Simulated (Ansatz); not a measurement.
Job for Ansatz (an electronic-structure program): R-MP2/aug-cc-pVTZ on HF (SMILES F) with ghost functions.

Ansatz 0.2 input:
```yaml
crystal:
  periodic: [false, false, false]
  atoms:
    - {symbol: F, position_ang: [-0.98576880, -1.36044313, 2.58738070]}
    - {symbol: H, position_ang: [-0.64610244, -0.78263238, 1.92959391]}
basis:
  gaussian:
    orbitals: aug-cc-pVTZ
    ghost_atoms:
      - {symbol: B, position_ang: [0.90642385, -0.12577282, 0.06132810]}
      - {symbol: N, position_ang: [-0.14340758, 0.57942984, 0.66532152]}
      - {symbol: H, position_ang: [0.66259924, -0.82367319, -0.87058744]}
      - {symbol: H, position_ang: [1.99912322, -0.02550304, 0.52060940]}
      - {symbol: H, position_ang: [0.01237531, 1.27651616, 1.37837995]}
      - {symbol: H, position_ang: [-1.06485966, 0.63323826, 0.25705540]}
magnetization: {spin_polarized: false}
correlation: {method: mp2, electrons: outside_noble_gas}
scf: {lower_state_search: off}
```

Program output:

```
WARN ansatz: RAYON_NUM_THREADS=1 ignored (pool sized by the plan → 1); use --threads N
Functional definition: HF
these checks for a lower state are left out or cut short: stability, starts, cluster_reference, orbital_swaps, neighbouring_geometries, increment
integrals: 0.59 GiB planned
1434 factors; integrals over basis functions are off by at most 9.4e-4 eV
mean field: 0.71 GiB planned
mean field evaluation 1: about -2721.7783 eV, gradient 2.5e1 eV
mean field evaluation 2: about -2721.7783 eV, gradient 2.5e1 eV
mean field evaluation 4: about -2722.7579 eV, gradient 1.2e0 eV
mean field evaluation 8: about -2722.7632 eV, gradient 6.4e-5 eV
mean field -2722.76324864 eV, -100.0597038324 hartree, gradient 2.3e-6 eV, S^2 0.000000; 0 other end points of the search recorded, 0 dependent functions left out
1 core orbitals not correlated
reference -2722.76324864 eV, -100.0597038324 hartree; 4, 4 occupied and 248, 248 virtual orbitals, 1434 factors
second order -7.65642529 eV of doubles, -0.00000000 eV of singles
Total energy: -2730.41967393 eV, -100.3410722720 hartree
Checks for a lower state left out: stability, starts, cluster_reference, orbital_swaps, neighbouring_geometries, increment
```

The run converged.

Cost: roughly 7 core-seconds.
